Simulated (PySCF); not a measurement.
Method: TPSSh-D3(BJ)/def2-TZVP // r2SCAN-D4/def2-SVP (PySCF). Isolated molecules, 0 K electronic values unless said otherwise. One relaxed conformer stands for a flexible species; it need not be the lowest. 

Reference species: [Cd(OH)(Br)] (neutral, multiplicity 1).

| Quantity | Value |
|---|---|
| LUMO | -2.27 eV |
| charge on the central atom (Mulliken) | 0.80 e |
| coordination number | 2 |
| mean distance from the central atom to its bonded neighbours | 2.184 Å |

Changed species: [Cd(OH)2] (0 of 2 OH replaced by Br; the reference has 1 of 2 OH replaced by Br).

Problem. Give the shifts of the LUMO, charge on the central atom (Mulliken), coordination number and mean distance from the central atom to its bonded neighbours.

Solution. the LUMO rises by 0.46 eV, to -1.81 eV; the charge on the central atom (Mulliken) increases by 0.05 e, to 0.85 e; the coordination number hardly moves; the mean distance from the central atom to its bonded neighbours falls by 0.223 Å, to 1.961 Å.
